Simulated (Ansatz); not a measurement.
System: C₂HBrF₂, charge 0, singlet. C2HBrF2 (SMILES F/C=C(\F)Br).
B3LYP-D3(BJ)/def2-TZVP minimum from Ansatz (an electronic-structure program):
```xyz
6

F     -2.6493     0.8942    -0.0330
C     -1.6307     0.0235    -0.0479
C     -0.3768     0.4440     0.0119
F     -0.0577     1.7312     0.0889
Br     1.0950    -0.7263    -0.0050
H     -1.9152    -1.0144    -0.1108
```

Atomisation energy term by term, kcal/mol (programs: Ansatz). Radicals and triplets start from unrestricted determinants; spin-orbit coupling is neglected. Cores are frozen in correlated methods (noble-gas shells, and filled d and f shells in the p block). No relativity. CBS(X,Y): correlation extrapolated as X^-3, Hartree-Fock from the larger set. A bracket is a step between two methods taken in the basis named. Where a partner has so few electrons that a lower coupled-cluster level is exact, that level stands in. Spin-orbit terms, left out, reach several kcal/mol for Br and I, and more for heavier atoms.

```csv
term,basis,kcal/mol
Hartree-Fock,cc-pVQZ,355.13
CCSD correlation,"CBS(cc-pVTZ,cc-pVQZ)",166.00
(T),"CBS(cc-pVTZ,cc-pVQZ)",16.52
CCSDT(Q) - CCSD(T),cc-pVDZ,0.95
sum: De,,538.6
```
